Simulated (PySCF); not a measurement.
Bi(BH4)3 relaxed at several levels

Computed with PySCF 2.14.0, def2-SVP on the ligands, density fitting, scalar-relativistic core potentials, no spin-orbit coupling, vacuum. Each row is relaxed at its own level from the same template. Distances are means of the shortest metal–ligand contacts, charges and spins Mulliken's; removal energies are rigid, with the ligand's formal charge and no counterpoise, so too large; for an anion taken off a cation in vacuum most of it is the attraction of opposite charges, and multiply charged cations can part far more cheaply with an electron moved from ligand to metal.

| level | basis on the metal | point group | M–BH4 (Å) | charge on M (e) | dipole (D) | HOMO–LUMO gap (eV) | removal of one BH4 (eV) | strongest infrared band, degenerate modes summed (cm⁻¹) | unstable modes (below −25 cm⁻¹) |
| --- | --- | --- | --- | --- | --- | --- | --- | --- | --- |
| TPSS | def2-SVP with ECP60 | C3 | 2.078 | 0.67 | 1.71 | 4.60 | 7.80 | – | not given |

(1) What does the calculation give for PBE0, def2-SVP with ECP60?

Moved off a saddle point of the template and relaxed again: PBE0, TPSS. One start shape was tried for each, so a minimum needn't be the lowest isomer.

Results:

(1) point group: C3, M–BH4 (Å): 2.064, charge on M (e): 0.67, dipole (D): 1.62, HOMO–LUMO gap (eV): 6.27, removal of one BH4 (eV): 7.94, strongest infrared band, degenerate modes summed (cm⁻¹): 1994, unstable modes (below −25 cm⁻¹): 0.
```xyz
16

Bi    0.0000    0.0000    0.6818
B     2.3870    0.0135   -0.0355
H     3.1410    0.1135   -0.9845
H     2.6206   -0.8730    0.7690
H     1.3946   -0.3472   -0.7996
H     2.1887    1.1235    0.4673
B    -1.2052    2.0604   -0.0355
H    -1.6688    2.6634   -0.9845
H    -0.5543    2.7060    0.7690
H    -0.3966    1.3814   -0.7996
H    -2.0674    1.3337    0.4673
B    -1.1818   -2.0739   -0.0355
H    -1.4722   -2.7769   -0.9845
H    -2.0663   -1.8330    0.7690
H    -0.9980   -1.0342   -0.7996
H    -0.1214   -2.4573    0.4673
```
